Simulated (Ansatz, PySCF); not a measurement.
Gas-phase reaction (SMILES): F[Si](Cl)(Cl)Cl [trichloro(fluoro)silane] + Cl (HCl) → Cl[Si](Cl)(Cl)Cl + F (HF); hydrogen chloride cleaves one Si-F bond, a model of a ligand-exchange step.

Structures are relaxed separately at B3LYP-D3(BJ)/def2-TZVP in Ansatz (a program for electronic structure). Correlated levels leave the core frozen unless marked. No spin-orbit coupling. No relativistic terms. Basis-set limits of correlation are two-point, X^-3; Hartree-Fock from the larger set. [CCSD(T)-MP2]/basis is that difference in the basis named. Thermal terms are rigid-rotor harmonic-oscillator values from B3LYP-D3(BJ) frequencies (Ansatz or PySCF) at 298.15 K and 1 atm. 1 Eh = 627.5095 kcal/mol.

```csv
species,"E, RI-MP2/CBS(cc-pV(T+d)Z,cc-pV(Q+d)Z)+[CCSD(T)-MP2]/cc-pV(T+d)Z (Ansatz) (Eh)","E, PBE-D3(BJ)/def2-TZVPD (Ansatz + dftd3) (Eh)",H - E (Eh),G - E (Eh)
F[Si](Cl)(Cl)Cl,-1768.41784,-1769.46658,0.01555,-0.02216
Cl (HCl),-460.37804,-460.62865,0.01000,-0.01120
Cl[Si](Cl)(Cl)Cl,-2128.38492,-2129.68499,0.01467,-0.02308
F (HF),-100.39237,-100.39533,0.01259,-0.00713
```

Task: Work out ΔE and ΔH, ΔG, ΔS and the equilibrium constant at 298.15 K at the first level, then ΔH at the second.

Result: 
1. ΔE = [(-2128.38492) + (-100.39237)] - [(-1768.41784) + (-460.37804)] = 0.01859 Eh = 11.7 kcal/mol at RI-MP2/CBS(cc-pV(T+d)Z,cc-pV(Q+d)Z)+[CCSD(T)-MP2]/cc-pV(T+d)Z.
2. The terms H - E add up to 0.00171 Eh, so ΔH = (0.01859 + (0.00171))×627.5095 = 12.7 kcal/mol.
3. The terms G - E add up to 0.00315 Eh, so ΔG = 13.6 kcal/mol, and ΔS = (0.00171 - (0.00315))×627509.5/298.15 = -3.0 cal/(mol K).
4. log10 K = -ΔG/(RT ln 10) = -10.0, with RT ln 10 = 1.3642 kcal/mol.
5. At PBE-D3(BJ)/def2-TZVPD the same steps give ΔE = 9.4 and ΔH = 10.4 kcal/mol, a shift of -2.3 from the first level.
6. These values are not checked against measurement here, since the tables used lack a sound gas-phase enthalpy of formation for at least one species.
